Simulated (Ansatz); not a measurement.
`CBBF` + H–F → `CBF` + `BF` at 700 K and 1 bar (cleavage of the B–B bond).

Gas-phase electronic energies from Ansatz, PBE0-D4/def2-TZVP geometries. CBS: MP2 limit from def2 TZ/QZ plus the TZ coupled-cluster correction, frozen cores. This one scheme is used for every species. Each species was taken in one conformer, which may not be the lowest.

```tsv
species	CCSD(T)/CBS energy (Eh)	H − E (kJ/mol)	S (J/(mol·K))
`CBBF`	-190.46132	229.4	405.3
H–F	-100.39570	45.2	198.5
`CBF`	-165.10297	181.4	343.0
`BF`	-125.82039	88.4	262.0
```

H − E and S are ideal-gas, rigid-rotor, harmonic terms from PBE0-D4/def2-TZVP, for one conformer and one mirror image of each species. 1 Eh = 2625.50 kJ/mol, R = 8.31446 J/(mol·K).

Question: By hand: ΔE, ΔH, ΔS and ΔG.

Answer: ΔE = (-165.10297) + (-125.82039) − (-190.46132) − (-100.39570) = -0.06634 Eh = -174.2 kJ/mol. Δ(H − E) = 181.4 + 88.4 − 229.4 − 45.2 = -4.8, so ΔH = -179.0 kJ/mol. ΔS = 343.0 + 262.0 − 405.3 − 198.5 = 1.2 J/(mol·K). ΔG = -179.0 − 700 × (1.2)/1000 = -179.8 kJ/mol.

Question: By hand: the equilibrium constant, and the temperature at which ΔG would vanish if ΔH and ΔS stayed fixed.

Answer: log₁₀ K = −ΔG/(RT ln 10) = 13.4. ΔH and −TΔS have one sign here, so there is no such temperature. One of them is within its doubt of zero, so this could turn.

The number of gas molecules stays the same, so ΔS is small and ΔH decides. A doubt of 5 kJ/mol in ΔE shifts log₁₀ K by 0.4 here. Other conformers and mirror images would add mixing entropy, several J/(mol·K) or more a flexible species. These are equilibria of isolated gas molecules and say nothing of rates. Largest T1 diagnostic: 0.013 (customary marks: 0.02 for closed shells, 0.045 for open ones).
